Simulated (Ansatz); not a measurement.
A run for Ansatz (a program for electronic structure): R-r2SCAN/cc-pV(T+d)Z on ClFSi (SMILES F[Si]Cl), a point of a bond scan (R = 2.097 Å). Files ending in .json are basis or fitting sets from the Basis Set Exchange.

Ansatz 0.2 input:
```yaml
crystal:
  periodic: [false, false, false]
  atoms:
    - {symbol: Si, position_ang: [0.34761579, 0.26750639, 0.78195685]}
    - {symbol: F, position_ang: [0.95036201, 1.34196481, -0.25474125]}
    - {symbol: Cl, position_ang: [-0.78940466, -0.93075134, -0.50910144]}
basis:
  gaussian:
    orbitals: cc-pV_T+d_Z.json
    pivot_positions_ang: [[0.34761579, 0.26750639, 0.78195685], [0.95036201, 1.34196481, -0.25474125], [-0.78940466, -0.93075134, -0.50910144]]
hamiltonian:
  xc: {name: r2SCAN}
scf: {lower_state_search: off}
output: {orbitals: {seedname: ./end}}
```

Program output:

```
WARN ansatz: RAYON_NUM_THREADS=1 ignored (pool sized by the plan → 1); use --threads N
Functional definition: r2SCAN
these checks for a lower state are left out or cut short: stability, starts, cluster_reference, orbital_swaps, neighbouring_geometries, increment
integrals: 0.04 GiB planned
761 factors; their error is unknown
mean field: 0.28 GiB planned
mean field evaluation 1: about -23116.7479 eV, gradient 3.5e1 eV
mean field evaluation 2: about -23108.4835 eV, gradient 8.1e1 eV
mean field evaluation 4: about -23118.5129 eV, gradient 3.3e0 eV
mean field evaluation 8: about -23118.5199 eV, gradient 1.3e-1 eV
mean field evaluation 16: about -23118.5199 eV, gradient 2.1e-6 eV
mean field -23118.51987798 eV, -849.5899352201 hartree, gradient 1.3e-6 eV, S^2 0.000000; 0 other end points of the search recorded, 0 dependent functions left out
reference -23118.51988534 eV, -849.5899354908 hartree; 20, 20 occupied and 88, 88 virtual orbitals, 761 factors
Total energy: -23118.51988534 eV, -849.5899354908 hartree
Checks for a lower state left out: stability, starts, cluster_reference, orbital_swaps, neighbouring_geometries, increment
```

The run converged.

Cost: about 1.0 core-seconds (a rough figure).
